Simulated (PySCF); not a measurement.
# Nb²⁺ (niobium, charge +2) across methods

[Kr] 4d2 5p1, one real determinant (an excited configuration). Calculation: PySCF 2.14, in aug-cc-pwCVTZ-PP with ECP28MDF; a scalar-relativistic core potential.

```tsv
method	E (hartree)	mean ε 4p β (eV)	mean ε 4d α (eV)	mean ε 5p α (eV)	Σ⟨r²⟩ (bohr²)	⟨S²⟩
PBEsol	-55.4597	-55.380	-23.602	-14.640	35.09	3.751
LC-wPBE	-55.5829	-60.687	-28.207	-17.003	35.15	3.751
UHF	-55.15888	-63.427	-29.691	-16.363	36.08	3.755
PBE0	-55.5593	-57.796	-25.369	-15.192	35.22	3.751
r2SCAN	-55.5909	-56.319	-24.105	-14.674	35.12	3.752
PW91	-55.5962	-55.565	-23.798	-14.699	35.07	3.751
PBE	-55.5679	-55.501	-23.725	-14.656	35.11	3.751
LDA	-55.3941	-55.439	-23.596	-14.703	35.15	3.750
```

⟨L²⟩ = 13.84 against 20 for a pure G term, so this real determinant mixes terms. Energies and moments cover only the electrons outside the core potential.
